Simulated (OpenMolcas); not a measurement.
A run on Cr3+ among 6 point charges of -2 e arranged as a trigonal antiprism (D3d), 1.7 Å from the ion, with a polar angle of 64.6° against the regular 54.74°.

```json
{
 "Program": "OpenMolcas 26.06",
 "Method": "SS-CASPT2, IPEA 0.25 Eh, imaginary shift 0.1 Eh (closed shells correlated: 3s 3p)",
 "Basis": "ANO-RCC-VDZP [5s4p2d1f]",
 "Scalar Hamiltonian": "DKH2, point nucleus",
 "Active space": "3 electrons in 5 orbitals (3d)",
 "State averaging": "2S+1 = 4 even, 10 roots; 2S+1 = 2 even, 40 roots",
 "Spin-orbit coupling": "RASSI with atomic mean-field integrals over the reference wave functions"
}
```

First CASPT2 step and the start of its output:

```
&CASPT2
Multistate=10 1 2 3 4 5 6 7 8 9 10
NoMult
Frozen=2 3
IPEA=0.25
Imaginary=0.1
MaxIter=60
WThr=0.0 0.3 0.05
PrWF=0.5
NoMix
```

```
--- CASPT2 ---
Orbital specifications:
      -----------------------

      Symmetry species                           1   2
                                                ag  au
      Frozen orbitals                            2   3
      Inactive orbitals                          1   3
      Active orbitals                            5   0
      Secondary orbitals                         7  13
      Deleted orbitals                           0   0
      Number of basis functions                 15  19
Type of calculation                        SS-CASPT2
      Fock operator                              state-specific
      IPEA shift                                 0.25
      Real shift                                 0.00
      Imaginary shift                            0.10
      The input orbitals will be transformed to quasi-canonical
Reference energy:       -1059.0703339612
      E2 (Non-variational):      -0.2742005743
      Shift correction:          -0.0002233259
      E2 (Variational):          -0.2744239003
      Total energy:           -1059.3447578615
      Residual norm:              0.0000002763
      Reference weight:           0.94898
      Contributions to the CASPT2 correlation energy
      Active & Virtual Only:         -0.0255232014
      One Inactive Excited:          -0.1143292987
      Two Inactive Excited:          -0.1343480742
Reference energy:       -1059.0328225149
      E2 (Non-variational):      -0.2707021493
      Shift correction:          -0.0002077767
      E2 (Variational):          -0.2709099259
      Total energy:           -1059.3037324408
      Residual norm:              0.0000000700
      Reference weight:           0.94994
      Contributions to the CASPT2 correlation energy
      Active & Virtual Only:         -0.0221750837
...
```

Over all roots the printed reference weights run from 0.67 to 0.96, and roots that are degenerate in the reference spread by up to 3800 cm-1.

Problem. Did the run give usable levels, and if not, why?

Solution. No. The equations converged, but the reference weight falls to 0.67 for at least one root against 0.96 for the best. A drop of that size marks an intruder state, so the energies of such roots and the levels built on them can't be trusted.
